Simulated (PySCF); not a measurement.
A structure optimised at PBE-D3(BJ)/def2-SVP, used in a PySCF frequency run:

```
O
Si 1 1.6331
F 2 1.6076 1 109.47
F 2 1.6077 3 108.24 1 -121.39
F 2 1.6111 3 108.61 4 -117.48
Si 1 1.6783 2 140.55 3 144.90
H 6 1.4914 1 106.88 2 163.74
H 6 1.4945 7 113.27 1 -120.56
Cl 6 2.0707 7 109.46 8 -121.22
```

Question: Write its SMILES and formula.

Answer: F[Si](F)(F)O[SiH2]Cl, ClF3H2OSi2

Question: What are its rotational constants (standard atomic weights)?

Answer: 2.6218, 0.81565, 0.74617 GHz
